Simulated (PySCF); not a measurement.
## Shapes and spin states of NiH4

Method: PySCF, PBE0, basis Ni def2-TZVP, H def2-TZVP (no relativity, density fitting).

Relaxations began from a few typed shapes and spin states; open shells are unrestricted. The search is not exhaustive: other isomers or separated fragments can lie lower, and high-lying points may rest on an excited occupation.

Q: Which is the lowest minimum found?
A. triplet C4v: Ni–H 1.478 Å (×4); H–Ni–H 76.4° (×4), H–Ni–H 122.0° (×2)
B. singlet D2d: H–H 0.850 Å (×2), Ni–H 1.555 Å (×4); H–H–Ni 74.1° (×4), H–Ni–H 31.7° (×2), H–Ni–H 157.7° (×4)
C. triplet D2d: Ni–H 1.494 Å (×4); H–Ni–H 95.9° (×4), H–Ni–H 142.5° (×2)
D. triplet Cs: H–H 0.771 Å, Ni–H 1.540 Å (×2); H–Ni–H 128.9°
E. singlet C2v: H–H 0.841 Å, Ni–H 1.518 Å (×2), Ni–H 1.530 Å (×2); H–H–Ni 74.0° (×2), H–Ni–H 31.9°, H–Ni–H 89.1° (×4), H–Ni–H 178.2°
F. quintet Td: Ni–H 1.605 Å (×4); H–Ni–H 109.5° (×6)
G. triplet D2h: H–H 0.986 Å (×2), Ni–H 1.574 Å (×4); H–H–Ni 71.7° (×4), H–Ni–H 36.5° (×2), H–Ni–H 143.5° (×2), H–Ni–H 180.0° (×2)
H. quintet C2v: Ni–H 1.566 Å (×2), Ni–H 1.657 Å (×2); H–Ni–H 76.0°, H–Ni–H 112.4° (×4), H–Ni–H 122.1°

A: B. The others lie at 75.7 (triplet Cs), 129.9 (singlet C2v, a saddle point), 147.4 (triplet D2h, a saddle point), 219.6 (triplet C4v, a saddle point), 280.7 (triplet D2d, a saddle point), 415.4 (quintet C2v), 419.1 (quintet Td, a saddle point) kJ/mol above it.

Starts that fell apart ended at 431, 98 kJ/mol on the same scale (coarser grid).

For the lowest minimum: stability towards spin polarisation was not tested.

The electron or spin density has lower symmetry than the nuclear frame for the quintet Td at 419.1 kJ/mol.
